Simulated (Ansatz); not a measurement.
## A geometry optimisation of CH6FSi2+ with B3LYP-D3(BJ)/def2-SVP

The starting geometry of this gas-phase singlet was optimised with GFN2-xTB; its bonds are those of `F[SiH+]C[SiH3]`.

```xyz
10

C    -0.4979   -0.0793    0.8863
F     0.6559    0.1133   -1.7144
Si    0.6104    0.7930   -0.2866
Si    0.1083   -1.9052    1.5029
H    -0.6856    0.4994    1.7917
H    -1.4667   -0.2497    0.4031
H     1.5433    1.8899   -0.3511
H    -0.9590   -2.3222    2.4031
H     1.3858   -1.6303    2.1557
H     0.2351   -2.6940    0.2831
```

Question: Predict what it relaxes into with B3LYP-D3(BJ)/def2-SVP.

Answer: It keeps its bonds, and is `F[SiH+]C[SiH3]`.

The energy falls by 0.17 eV over 15 steps:

```tsv
step	E − E(last) (eV)
1	0.175
3	0.020
4	0.015
6	0.003
7	0.001
9	0.000
10	0.000
12	0.000
13	0.000
15	0.000
```

Final geometry (Å):

```xyz
10

C    -0.5417   -0.1117    0.8057
F     0.4630    0.3835   -1.8834
Si    0.5633    0.6989   -0.3352
Si    0.1369   -1.8311    1.5202
H    -0.6978    0.5401    1.6848
H    -1.5060   -0.3400    0.3185
H     1.6909    1.5942   -0.0305
H    -0.9086   -2.2509    2.4791
H     1.4420   -1.5343    2.1597
H     0.2876   -2.7338    0.3549
```

No frequencies were run, so the end isn't proven a minimum. Run with Ansatz 0.2.0, 23 s on 2 threads of Arm Neoverse V2, on a shared host.
